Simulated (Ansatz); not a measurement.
Reaction (ligand exchange at the Si–O bond): `[SiH3][O][Sn][O][SiH3]` + `[CH2]1[NH][AlH]1` → `[SiH3][N]1[CH2][AlH]1` + `[OH][Sn][O][SiH3]`

Calculated with Ansatz (gas phase, PBE0-D4/def2-TZVP geometries, no zero-point term in ΔE). CBS: MP2 limit from def2 TZ/QZ plus the TZ coupled-cluster correction, frozen cores. Functionals use def2-TZVPP. B3LYP here is the variant with VWN-RPA as its local correlation; programs differ in this. def2 core potentials past Kr. For Sn outer-core shells are correlated without core-valence functions, which leaves a few kJ/mol of doubt a bond. Each species was taken in one conformer, which may not be the lowest.

**Question.** Is it downhill or uphill in electronic energy at CCSD(T)/CBS, and by how much? (Best estimate.)

**Answer.** The calculation gave: Uphill: ΔE = +8.2 kcal/mol.

**Question.** What do these levels give: revPBE-D4, r2SCAN-D4, B3LYP, LC-ωPBE, RPA@PBE/def2-TZVPP, CCSD(T)/def2-TZVPP? (Estimate.)

**Answer.** The calculation gave: revPBE-D4 5.9, r2SCAN-D4 7.3, B3LYP 7.8, LC-ωPBE 7.6, RPA@PBE/def2-TZVPP 7.8, CCSD(T)/def2-TZVPP 7.8 kcal/mol.

Largest T1 diagnostic among the species: 0.016.

At CCSD(T), def2-SVP lies +0.9 kcal/mol from the extrapolated value and def2-TZVPP −0.3 kcal/mol. The D4 term adds +0.7 kcal/mol with B3LYP and +0.5 kcal/mol with PBE0; it sums over pairs of atoms, weighted by their polarisabilities, and B3LYP, whose exchange is more repulsive, gets the larger term. From BLYP to BHLYP (50 % exact exchange), in def2-TZVPP and without D4, ΔE moves by +1.9 kcal/mol.
